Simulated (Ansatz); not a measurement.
A run for Ansatz (an electronic-structure program): R-CCSD(T)/def2-SVP on GaH2I (SMILES [GaH2][I]), a point of a bond scan (R = 2.512 Å). Elements past Kr take the def2 small-core potentials; no spin–orbit coupling. The run froze 23 orbitals, filled d shells among them.

Ansatz 0.2 input:
```yaml
crystal:
  periodic: [false, false, false]
  atoms:
    - {symbol: Ga, position_ang: [-0.82101660, -1.27596731, 0.21510403]}
    - {symbol: H, position_ang: [-0.27059022, -2.26514816, 1.28725685]}
    - {symbol: H, position_ang: [-2.09922929, -1.41786168, -0.66637083]}
    - {symbol: I, position_ang: [0.52493084, 0.81581126, -0.13753040]}
basis:
  gaussian:
    orbitals: def2-SVP
    pivot_positions_ang: [[-0.82101660, -1.27596731, 0.21510403], [-0.27059022, -2.26514816, 1.28725685], [-2.09922929, -1.41786168, -0.66637083], [0.52493084, 0.81581126, -0.13753040]]
magnetization: {spin_polarized: false}
correlation: {method: ccsd_t, electrons: outside_noble_gas}
scf: {lower_state_search: off}
output: {orbitals: {seedname: ./end}}
```

What total energy does the run end on?

-2221.0520 hartree (reference determinant -2220.8599, T1 diagnostic 0.012).
